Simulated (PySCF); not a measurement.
System: sum formula H2BO2, net charge 0, doublet state. It need not be the lowest isomer of its formula. 
Structure (B3LYP-D3(BJ)/def2-TZVP (Ansatz) minimum search):
SMILES: OB[O]
```xyz
5

B      0.1210     0.4189    -0.0432
O      1.1353    -0.2769     0.4683
O     -1.1068    -0.0579    -0.3885
H      0.3850     1.5866    -0.1900
H     -1.2181    -1.0032    -0.2326
```
Charge 0, spin multiplicity 2.

Dispersion corrections to the total energy (kcal/mol) from the dftd3 and dftd4 libraries through PySCF: D3(BJ) without and D4 with the three-body term, each with the damping fitted for the functional named.

```json
[
 {"functional": "BLYP", "D3(BJ)": "(withheld)", "D4": "-2.42"},
 {"functional": "revPBE", "D3(BJ)": "-3.02", "D4": "-3.95"},
 {"functional": "LC-wPBE", "D3(BJ)": "-0.96", "D4": "-1.14"},
 {"functional": "B2GP-PLYP", "D3(BJ)": "-0.62", "D4": "-0.41"},
 {"functional": "HSE06", "D3(BJ)": "-0.63", "D4": "-0.77"},
 {"functional": "BHLYP", "D3(BJ)": "(withheld)", "D4": "-1.12"},
 {"functional": "r2SCAN", "D3(BJ)": "-0.27", "D4": "(withheld)"}
]
```

What belongs in the gaps?


- BLYP, D3(BJ): -2.36
- BHLYP, D3(BJ): -1.45
- r2SCAN, D4: -0.24
